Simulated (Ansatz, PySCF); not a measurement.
CH5FOSi2, SMILES F[Si@H]1CO[SiH2]1. Atoms are numbered in the order given.

```xyz
10

F     -1.4655     1.5690    -0.7404
Si    -0.7205     0.6172     0.3598
C     -0.7869    -1.2687    -0.0247
O      0.6312    -1.5600    -0.0272
Si     1.4872    -0.0905     0.0436
H     -1.2419     1.0327     1.6932
H     -1.2955    -1.8931     0.7304
H     -1.2362    -1.4995    -1.0077
H      2.1907     0.2498    -1.2274
H      2.4852    -0.0795     1.1512
```
Charge 0, spin multiplicity 1.

Coordinates come from a B3LYP-D3(BJ)/def2-SVP optimisation. The structure was generated by enumeration; whether it is a known compound was not checked.

Two levels are set side by side: PBE-D3(BJ)/def2-SVP (Ansatz, a program for electronic structure) and B3LYP-D3(BJ)/def2-SVP (Ansatz). Each level has its own optimised geometry; the coordinates shown are those of the second. Frequencies come from the Hessian of PySCF at each geometry. Differences are taken from unrounded values.

| quantity | B3LYP-D3(BJ) | PBE-D3(BJ) | PBE-D3(BJ) minus B3LYP-D3(BJ) |
|---|---|---|---|
| mean bond length (Å) | 1.573 | 1.584 | 0.010 |
| bond F1–Si2 (Å) | 1.634 | 1.646 | 0.012 |
| bond Si2–C3 (Å) | 1.926 | 1.932 | 0.006 |
| bond Si2–Si5 (Å) | 2.340 | 2.340 | 0.001 |
| bond C3–O4 (Å) | 1.448 | 1.452 | 0.004 |
| bond O4–Si5 (Å) | 1.702 | 1.721 | 0.019 |
| bond Si2–H6 (Å) | 1.491 | 1.506 | 0.015 |
| bond C3–H7 (Å) | 1.104 | 1.112 | 0.008 |
| bond C3–H8 (Å) | 1.105 | 1.114 | 0.009 |
| bond Si5–H9 (Å) | 1.492 | 1.508 | 0.016 |
| bond Si5–H10 (Å) | 1.491 | 1.504 | 0.013 |
| highest harmonic wavenumber (cm⁻¹) | 3076 | 3013 | -63 |
| mean harmonic wavenumber (cm⁻¹) | 1105 | 1069 | -36 |
| zero-point energy (kcal/mol) | 37.90 | 36.67 | -1.23 |

Exact exchange shortens and stiffens bonds; PBE has none. Differences between two approximate levels are no errors against the true value.
